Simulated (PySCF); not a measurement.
SiHCl3.
Structure used (PBE0-D3(BJ)/def2-SVP), in Å, numbered top down from 1:
```
atom  x, y, z in Å
Si1   -0.0016   -0.0013    0.1205
H2    -0.0022   -0.0200    1.5964
Cl3    1.9231    0.0098   -0.5658
Cl4   -0.9636    1.6725   -0.5536
Cl5   -0.9557   -1.6610   -0.5976
```

Computed, not measured: TDDFT B3LYP/def2-SVPD, vertical, gas phase, core orbitals frozen in the response in PySCF 2.14.0, density-fitted response routines.

Ground-to-excited transition dipoles (e·a0, same axes as the geometry; the sign carries no meaning), for the states with f of 0.002 or more among the lowest 6:

```json
{"state": "S2", "E (eV)": "7.671", "μx": "0.038", "μy": "-0.027", "μz": "-0.458"}
{"state": "S3", "E (eV)": "7.677", "μx": "-0.169", "μy": "-0.197", "μz": "-0.003"}
{"state": "S4", "E (eV)": "7.678", "μx": "-0.193", "μy": "0.165", "μz": "-0.091"}
{"state": "S5", "E (eV)": "7.970", "μx": "-0.182", "μy": "0.303", "μz": "0.001"}
{"state": "S6", "E (eV)": "7.973", "μx": "-0.299", "μy": "-0.179", "μz": "-0.006"}
```

(1) Work out the oscillator strengths.

(2) How is the summed strength of these states shared among x, y and z?

Results:

(1) f = (2/3) ΔE |μ|² with ΔE in hartree (27.2114 eV).

| state | \|μ\|² (au) | \|μ\| (D) | f |
| --- | --- | --- | --- |
| S2 | 0.212 | 1.17 | 0.040 |
| S3 | 0.067 | 0.66 | 0.013 |
| S4 | 0.073 | 0.69 | 0.014 |
| S5 | 0.125 | 0.90 | 0.024 |
| S6 | 0.121 | 0.89 | 0.024 |

(2) (2/3) Σ ΔE μα² gives 0.037 for x, 0.037 for y and 0.041 for z, 0.114 in all.

S3/S4 and S5/S6 coincide within about 0.01 eV; within a degenerate level the directions of the single components are arbitrary.

Hardware: x86-64 server, one thread, shared host. Cost: 4.7 s of wall time.
